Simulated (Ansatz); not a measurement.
Harmonic frequencies (cm⁻¹) at PBE0-D4/def2-TZVP from Ansatz: 122, 186, 239, 280, 376, 432, 653, 703, 871, 989, 1063, 1123, 1166, 1349, 1512, 2163, 3115, 3216.

(1) Which molecule is it?
A. `FC[C]1=[CH][AlH]1`
B. `FC[BH][AlH2]`
C. `ClC1([TeH])CO1`
D. `O[Si]1(F)[AlH][SiH2]1`

Results:

(1) C.
